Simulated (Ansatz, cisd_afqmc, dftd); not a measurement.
Species: TiO$_{2}$, charge 0, singlet. TiO2 (SMILES [O]=[Ti]=[O]).
B3LYP-D3(BJ)/def2-TZVP minimum from Ansatz (a first-principles code):
```
Ti
O 1 1.6409
O 1 1.6409 2 111.96
```
Charge 0, spin multiplicity 1.

Quantity: atomisation energy (electronic, to ground-state atoms), in kJ/mol. Radicals and triplets start from unrestricted determinants; spin-orbit coupling is neglected. The -DK rows use spin-free X2C, correlate 3s3p of the metal (1s2s2p frozen) and give its partners the cc-pVXZ-DK valence sets. AFQMC/CISD: phaseless, guided by CISD from CCSD amplitudes; bars are statistical, one sigma. Outlying blocks are dropped, and bars are widened where a walk drifts. Over all cases where full CI ran beside it in this data, AFQMC minus full CI had a median of +0.1 mEh and passed +0.4 mEh in a tenth of the cases. CBS(X,Y): correlation extrapolated as X^-3, Hartree-Fock from the larger set. A bracket is a step between two methods taken in the basis named. Functionals run without relativity, which enters their misses. The T1 diagnostic of O2Ti ([O]=[Ti]=[O], singlet) reaches 0.040 in the sets run. Open-shell metal atoms are single determinants, not pure terms.

```tsv
level	program	atomisation energy (kJ/mol)
HF/cc-pwCVTZ-DK	Ansatz	383.6
HF/cc-pwCVQZ-DK	Ansatz	381.5
PBE-D4/def2-TZVPD	Ansatz + dftd4	1452.5
r2SCAN/def2-TZVPD	Ansatz	1349.5
r2SCANh-D4/def2-TZVPD	Ansatz + dftd4	1277.3
r2SCANh/def2-TZVPD	Ansatz	1276.2
CAM-B3LYP-D3(BJ)/def2-TZVPD	Ansatz + dftd3	1230.0
CAM-B3LYP-D4/def2-TZVPD	Ansatz + dftd4	1230.9
CAM-B3LYP/def2-TZVPD	Ansatz	1226.9
wB97X-V/def2-TZVPD	Ansatz	1245.8
CCSD/CBS(cc-pwCVTZ-DK,cc-pwCVQZ-DK)	Ansatz	1121.5
AFQMC/CISD/cc-pwCVTZ-DK	cisd_afqmc	1223.7 ± 3.4
CCSD(T)/CBS(cc-pwCVTZ-DK,cc-pwCVQZ-DK) + [AFQMC/CISD - CCSD(T)]/cc-pwCVTZ-DK	Ansatz + cisd_afqmc	1267.7 ± 3.4
```
